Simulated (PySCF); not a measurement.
Cl₃OTa, charge +1, doublet, geometry from GFN2-xTB (such geometries of metal compounds can be far from the true shape) (the multiplicity is a formal guess) (core potentials on Ta); DF-LC-WPBE/def2-SVP in PySCF.

Here is a job for PySCF.
```python
from pyscf import gto, scf, dft

mol = gto.M(
    atom='''
Ta    0.15842673    0.08948974   -0.15169773
O     1.30756044    0.73859534   -1.25202325
Cl    1.08231053   -0.91947321    1.59637879
Cl   -1.17662076   -1.43096683   -1.06449511
Cl   -1.20131534    1.61858630    0.70871162
''',
    basis='def2-svp',
    ecp={'Ta': 'def2-svp'},
    charge=1,
    spin=1,
    verbose=5,
)

mf = dft.UKS(mol)
mf.xc = 'lc_wpbe'
mf = mf.density_fit(auxbasis='def2-universal-jkfit')
mf.kernel()
```

What the program printed (banner, timings and long lists left out):

```
PySCF version 2.14.0

[INPUT] verbose = 5
[INPUT] max_memory = 4000
[INPUT] num. atoms = 5
[INPUT] num. electrons = 71
[INPUT] charge = 1
[INPUT] spin (= nelec alpha-beta = 2S) = 1
[INPUT] symmetry False subgroup None
[INPUT] Mole.unit = angstrom
[INPUT] Symbol           X                Y                Z      unit          X                Y                Z       unit  Magmom
[...]
[INPUT] ---------------- BASIS SET ----------------
[INPUT] l, kappa, [nprim/nctr], expnt,             c_1 c_2 ...
[INPUT] O
[...]
                                340.87010191      -0.03989003923
                                77.363135167      -0.17853911985
                                21.47964494       -0.46427684959
                                6.6589433124      -0.44309745172
[...]
                                3.863550544       0.23094120765
                                1.0480920883      0.51375311064
[...]
[INPUT] Cl
[...]
                                1571.7365221      0.014754727977
                                357.12065523      0.066679112875
                                100.25185935      0.17228924084
                                30.812727554      0.158837861
[...]
                                5.7045760975      0.60841752753
                                2.3508376809      0.54352153355
[...]
                                72.102015515      -0.063563355471
                                22.532680262      -0.24016428276
                                7.8991765444      -0.47798866557
                                2.8767268321      -0.38515850005
[...]
[INPUT] Ta
[...]
                                12                -1.6510077975
[...]
                                5.69841           -0.46968874449
                                1.177721196       0.50905100155
                                0.54478533555     0.52298161137
[...]
                                1.4528884813      0.18558319471
                                0.61042908544     0.42959071631
                                0.2421627651      0.434972282315
[...]
nuclear repulsion = 385.494614916284
number of shells = 42
number of NR pGTOs = 189
number of NR cGTOs = 100
basis = def2-svp
ecp = {'Ta': 'def2-svp'}

******** <class 'pyscf.df.df_jk.DFUKS'> ********
method = DFUKS
initial guess = minao
damping factor = 0
level_shift factor = 0
DIIS = <class 'pyscf.scf.diis.CDIIS'>
diis_start_cycle = 1
diis_space = 8
diis_damp = 0
SCF conv_tol = 1e-09
SCF conv_tol_grad = None
[...]
  7.69852671e-01  8.09377506e-01  8.09380764e-01  8.90041347e-01
  9.27136566e-01  9.27388909e-01  9.27392421e-01  9.86792303e-01
  9.86794671e-01  1.02402697e+00  1.06071271e+00  1.06071630e+00
  1.07827240e+00  1.12619767e+00  1.12620222e+00  1.17211041e+00
  1.32812713e+00  1.35450159e+00  1.39916020e+00  1.39916200e+00
  1.52172720e+00  2.55459162e+00  2.55459398e+00  2.77211992e+00
  2.77212300e+00  3.08196128e+00  6.99553677e+01  6.42678929e+02]
  beta  mo_energy =
[-1.01144899e+02 -1.01144876e+02 -1.01144872e+02 -1.91916548e+01
 -9.67598118e+00 -9.67595728e+00 -9.67595336e+00 -7.49379209e+00
 -7.49378362e+00 -7.49376476e+00 -7.49216785e+00 -7.49216099e+00
 -7.49215914e+00 -7.48748312e+00 -7.48747661e+00 -7.48747154e+00
 -3.14801082e+00 -1.91689647e+00 -1.91291504e+00 -1.91291459e+00
 -1.23617531e+00 -1.20489142e+00 -1.20251099e+00 -1.20250836e+00
 -7.73223422e-01 -7.66751817e-01 -7.66749204e-01 -7.46957755e-01
 -7.34608212e-01 -7.34604852e-01 -6.71382767e-01 -6.71381533e-01
 -6.66737892e-01 -6.59529637e-01 -6.59528387e-01 -4.69185468e-01
 -2.18575429e-01 -2.18573926e-01 -1.46425831e-01 -1.36064014e-01
 -1.36063420e-01 -1.00045702e-01 -3.04567384e-02 -3.04556304e-02
 -2.74615428e-03  5.33310245e-02  9.68691866e-02  9.68716805e-02
  1.45552240e-01  1.45557415e-01  1.62569489e-01  3.91976824e-01
  3.91977733e-01  4.28368596e-01  4.38917750e-01  4.72204111e-01
  5.12741695e-01  5.12743111e-01  5.45148491e-01  5.45152807e-01
  5.57037146e-01  5.57039640e-01  5.85932553e-01  6.29978978e-01
  6.40606048e-01  6.40608103e-01  6.54043062e-01  6.66509136e-01
  6.66511083e-01  7.24065528e-01  7.24066847e-01  7.30231504e-01
  7.91779009e-01  8.13701697e-01  8.13704673e-01  8.90372403e-01
  9.30544775e-01  9.37962317e-01  9.37965636e-01  9.86728065e-01
  9.86730211e-01  1.03164599e+00  1.06542372e+00  1.06542663e+00
  1.07844564e+00  1.13015215e+00  1.13015653e+00  1.17042971e+00
  1.32768238e+00  1.35446158e+00  1.40200687e+00  1.40200827e+00
  1.52472170e+00  2.55451140e+00  2.55451370e+00  2.77201942e+00
  2.77202246e+00  3.08181974e+00  6.99544818e+01  6.42678389e+02]
multiplicity <S^2> = 0.78772805  2S+1 = 2.0373788
nelec by numeric integration = [35.9999991  34.99999886]
E1 = -2855.8510016383884  E2 = 958.6384001289504  Ecoul = 1057.9348615453528  Exc = -99.29646141640238
Extra cycle  E= -1511.71798659315  delta_E= -6.28e-11  |g|= 5.76e-06  |ddm|= 1.26e-05
converged SCF energy = -1511.71798659315  <S^2> = 0.78772805  2S+1 = 2.0373788
```
